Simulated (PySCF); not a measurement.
SbCl5, SMILES [Cl][Sb]([Cl])([Cl])([Cl])[Cl]. Atoms are numbered in the order given.

```xyz
6

Sb     0.0000     0.0000     0.0000
Cl    -2.3336     0.0000     0.0000
Cl     0.0000     0.0000    -2.3609
Cl     0.0000     0.0000     2.3609
Cl     1.1668     2.0209     0.0000
Cl     1.1668    -2.0209     0.0000
```

Coordinates come from a PBE0-D3(BJ)/def2-SVP optimisation. The isomer is the one that the SMILES or the coordinates give; other isomers of the formula were not compared. The def2 effective core potentials stand for the cores of Sb; spin–orbit coupling is left out.

Calculation: IEF-PCM-PBE0/def2-SVP in PySCF.

The values are the electrostatic part of the solvation free energy, E(continuum) − E(gas) at the gas-phase geometry, in a cavity of scaled van der Waals radii (PySCF's table); cavitation and dispersion terms are not included. A continuum can't describe solvent molecules that bind to the metal. In vacuum the orbital gap is 4.43 eV. The dipole moment in vacuum is 0.00 D.

Task: Estimate the values in water (ε = 78.36), benzene (ε = 2.27), toluene (ε = 2.37). (An estimate is asked for; the answer gives what the named calculation found.)

Result: 
| solvent | ε | ΔG(elec) (kcal/mol) | dipole (D) | gap (eV) |
|---|---|---|---|---|
| water | 78.36 | -2.4 | 0.00 | 4.48 |
| benzene | 2.27 | -1.0 | 0.00 | 4.45 |
| toluene | 2.37 | -1.0 | 0.00 | 4.45 |
